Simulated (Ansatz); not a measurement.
Born–Oppenheimer molecular dynamics of CH6O2Si (10 atoms, charge 0, multiplicity 1). It starts from a relaxed structure.

Method: RKS r2SCAN-D4/6-31G (Ansatz).

```
ensemble                      : NVE (velocity Verlet)
time step                     : 0.5 fs
steps asked                   : 166
starting velocities drawn for : 200 K
masses                        : H 2.014 u
seed                          : 402967
```

Frames 5 fs apart, positions in Å.

Velocities at 5 fs (Å/ps):

```
Si -1.79 -0.97 -3.30
C 0.24 1.16 1.33
H -2.39 10.88 -10.24
H -5.18 -8.54 0.18
H 0.17 4.29 -1.73
H 5.02 -8.17 5.94
O 0.79 2.81 3.99
H -9.29 1.10 4.09
O 3.05 -2.69 1.84
H 4.70 6.00 -6.36
```

```xyz
10
Properties=species:S:1:pos:R:3 time_fs=5 energy_less_start_eV=0.075 T=127
Si -0.089 -0.057 0.078
C 0.069 0.043 1.988
H -0.968 -0.009 2.378
H 0.677 -0.781 2.345
H 0.439 1.032 2.256
H 1.258 0.094 -0.606
O -1.212 1.203 -0.261
H -1.493 1.432 -1.160
O -0.567 -1.605 -0.466
H -1.396 -2.033 -0.155
10
Properties=species:S:1:pos:R:3 time_fs=10 energy_less_start_eV=0.127 T=78
Si -0.094 -0.060 0.065
C 0.061 0.050 1.984
H -0.966 0.032 2.342
H 0.652 -0.808 2.362
H 0.460 1.043 2.255
H 1.262 0.059 -0.581
O -1.209 1.217 -0.243
H -1.538 1.440 -1.135
O -0.553 -1.620 -0.458
H -1.379 -2.013 -0.186
10
Properties=species:S:1:pos:R:3 time_fs=15 energy_less_start_eV=0.089 T=114
Si -0.090 -0.060 0.063
C 0.049 0.057 1.959
H -0.977 0.049 2.353
H 0.607 -0.776 2.390
H 0.506 1.007 2.260
H 1.241 0.046 -0.581
O -1.207 1.228 -0.232
H -1.574 1.451 -1.097
O -0.541 -1.635 -0.456
H -1.412 -2.036 -0.203
10
Properties=species:S:1:pos:R:3 time_fs=20 energy_less_start_eV=0.105 T=99
Si -0.082 -0.059 0.070
C 0.030 0.065 1.929
H -0.979 0.064 2.382
H 0.569 -0.747 2.416
H 0.556 0.964 2.257
H 1.234 0.059 -0.622
O -1.204 1.234 -0.222
H -1.609 1.469 -1.077
O -0.541 -1.653 -0.455
H -1.388 -2.044 -0.233
10
Properties=species:S:1:pos:R:3 time_fs=25 energy_less_start_eV=0.136 T=69
Si -0.075 -0.059 0.078
C 0.009 0.070 1.915
H -0.964 0.102 2.389
H 0.546 -0.760 2.414
H 0.585 0.955 2.233
H 1.228 0.094 -0.683
O -1.201 1.235 -0.216
H -1.621 1.480 -1.052
O -0.540 -1.661 -0.456
H -1.401 -2.076 -0.247
10
Properties=species:S:1:pos:R:3 time_fs=30 energy_less_start_eV=0.103 T=101
Si -0.070 -0.060 0.080
C 0.008 0.070 1.927
H -0.990 0.165 2.381
H 0.514 -0.786 2.366
H 0.578 0.964 2.189
H 1.195 0.135 -0.725
O -1.197 1.229 -0.211
H -1.618 1.485 -1.045
O -0.541 -1.661 -0.457
H -1.394 -2.094 -0.253
10
Properties=species:S:1:pos:R:3 time_fs=35 energy_less_start_eV=0.125 T=79
Si -0.071 -0.064 0.077
C 0.013 0.070 1.951
H -1.005 0.224 2.348
H 0.493 -0.833 2.335
H 0.571 0.988 2.158
H 1.148 0.170 -0.741
O -1.192 1.218 -0.207
H -1.596 1.482 -1.050
O -0.543 -1.652 -0.458
H -1.366 -2.092 -0.248
10
Properties=species:S:1:pos:R:3 time_fs=40 energy_less_start_eV=0.138 T=66
Si -0.078 -0.069 0.071
C 0.018 0.071 1.966
H -0.995 0.251 2.307
H 0.473 -0.856 2.357
H 0.587 0.994 2.169
H 1.132 0.193 -0.751
O -1.192 1.205 -0.205
H -1.554 1.472 -1.058
O -0.538 -1.633 -0.462
H -1.374 -2.103 -0.220
10
Properties=species:S:1:pos:R:3 time_fs=45 energy_less_start_eV=0.084 T=119
Si -0.086 -0.072 0.070
C 0.033 0.072 1.962
H -1.004 0.249 2.297
H 0.442 -0.820 2.422
H 0.619 0.956 2.217
H 1.149 0.200 -0.759
O -1.197 1.192 -0.205
H -1.508 1.467 -1.087
O -0.542 -1.619 -0.468
H -1.328 -2.081 -0.195
10
Properties=species:S:1:pos:R:3 time_fs=50 energy_less_start_eV=0.092 T=111
Si -0.087 -0.070 0.071
C 0.041 0.073 1.946
H -0.988 0.237 2.301
H 0.422 -0.793 2.509
H 0.663 0.915 2.279
H 1.162 0.185 -0.745
O -1.212 1.184 -0.210
H -1.456 1.465 -1.103
O -0.544 -1.607 -0.479
H -1.330 -2.096 -0.148
10
Properties=species:S:1:pos:R:3 time_fs=55 energy_less_start_eV=0.112 T=92
Si -0.080 -0.065 0.077
C 0.049 0.070 1.943
H -0.962 0.245 2.309
H 0.405 -0.784 2.545
H 0.685 0.892 2.310
H 1.162 0.157 -0.712
O -1.234 1.177 -0.219
H -1.412 1.476 -1.130
O -0.556 -1.605 -0.491
H -1.301 -2.097 -0.115
10
Properties=species:S:1:pos:R:3 time_fs=60 energy_less_start_eV=0.068 T=134
Si -0.068 -0.057 0.085
C 0.061 0.063 1.961
H -0.961 0.287 2.322
H 0.395 -0.808 2.507
H 0.685 0.891 2.288
H 1.182 0.134 -0.686
O -1.257 1.171 -0.233
H -1.379 1.491 -1.146
O -0.569 -1.607 -0.505
H -1.277 -2.108 -0.081
```

Of the whole run (83 fs, mean temperature of the second half 104 K): The conserved energy stayed within 0.041 meV per atom of its start (net change 0.032 meV per atom), so the integration is sound. Over the second half the temperature averaged 0.52 of the 200 K drawn at the start: a run that starts near a minimum puts about half its kinetic energy into the potential. A run of 0.083 ps of so small a system gives no equilibrium averages. Limits of this set-up: no polarisation functions.

Time of the run: 8 min on 1 thread of Arm Neoverse V2, with other jobs on the host, peak memory 0.12 GiB.
